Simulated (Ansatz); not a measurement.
Total energies of Al₁₂P₁₂, a nanocrystal cut from wurtzite AlP (bare) from Ansatz at PBE0-D4/def2-SVP, gas phase (1 Eh = 27.2114 eV = 2625.5 kJ/mol). The reference geometry is relaxed at r2SCAN-D4/def2-SVP.

| atom | x (Å) | y (Å) | z (Å) |
| --- | --- | --- | --- |
| P1 | 2.5358 | 3.6286 | 0.4110 |
| Al2 | 2.2915 | 2.5794 | -1.6273 |
| Al3 | 1.8381 | 1.3629 | 0.9524 |
| P4 | 2.6196 | 0.3391 | -1.1089 |
| P5 | 1.8289 | -0.7925 | 2.0576 |
| Al6 | 1.7639 | -1.7295 | -0.1853 |
| Al7 | 0.8951 | -2.9048 | 2.3049 |
| P8 | 1.7330 | -4.0634 | 0.4965 |
| P9 | 1.0077 | 2.4918 | -3.5402 |
| Al10 | 0.5482 | 0.4044 | -2.3810 |
| P11 | 0.2375 | -1.9753 | -2.0615 |
| Al12 | -0.2456 | -3.7516 | -0.6450 |
| Al13 | 0.2455 | 3.7522 | 0.6444 |
| P14 | -0.2366 | 1.9757 | 2.0610 |
| Al15 | -0.5485 | -0.4050 | 2.3827 |
| P16 | -1.0080 | -2.4942 | 3.5395 |
| P17 | -1.7330 | 4.0635 | -0.4974 |
| Al18 | -0.8950 | 2.9042 | -2.3054 |
| Al19 | -1.7640 | 1.7298 | 0.1855 |
| P20 | -1.8301 | 0.7925 | -2.0564 |
| P21 | -2.6189 | -0.3386 | 1.1110 |
| Al22 | -1.8373 | -1.3620 | -0.9520 |
| Al23 | -2.2917 | -2.5797 | 1.6264 |
| P24 | -2.5360 | -3.6275 | -0.4126 |

| state | geometry | energy (Eh) |
| --- | --- | --- |
| charge 0 singlet | reference | -7001.35488 |
| charge 1 doublet | reference | -7001.08692 |
| charge 1 doublet | relaxed at r2SCAN-D4/def2-SVP | -7001.08981 |
| charge -1 doublet | reference | -7001.44704 |
| free P atom (quartet) | – | -341.02153 |
| free Al atom (doublet) | – | -242.16443 |

Single mean-field runs in def2-SVP are fitted with def2-universal-jkfit.

(1) Work out the vertical ionisation energy to the doublet.

(2) Work out the vertical electron affinity, to the doublet.

(3) Give the fundamental gap IE − EA, the Mulliken electronegativity (IE + EA)/2 and the hardness (IE − EA)/2.

(4) How much does the charge 1 doublet relax, and what is the adiabatic ionisation energy?

(5) What is the binding energy per atom against free atoms?

(1) E(charge 1 doublet) − E(charge 0 singlet) = -7001.08692 − (-7001.35488) = 0.26796 Eh = 7.29 eV. For comparison, −ε of the highest occupied level is 6.19 eV at this level, 1.10 eV less.

(2) E(charge 0 singlet) − E(charge -1 doublet) = -7001.35488 − (-7001.44704) = 0.09216 Eh = 2.51 eV. The basis lacks diffuse functions, which makes affinities too small.

(3) From the values in Eh: IE − EA = 0.26796 − 0.09216 = 0.17580 Eh = 4.78 eV; (IE + EA)/2 = 4.90 eV; (IE − EA)/2 = 2.39 eV. The HOMO–LUMO gap of the same run is 2.70 eV, 2.08 eV smaller than the fundamental gap.

(4) Relaxation: -7001.08692 − (-7001.08981) = 0.00289 Eh = 0.08 eV. Adiabatic ionisation energy: 0.26507 Eh = 7.21 eV, without zero-point energy. 

(5) Atoms: 12 × (-341.02153) + 12 × (-242.16443) = -6998.23152 Eh. Binding: -6998.23152 − (-7001.35488) = 3.12336 Eh = 84.99 eV, or 3.54 eV for each of 24 atoms (no zero-point energy, no counterpoise term).
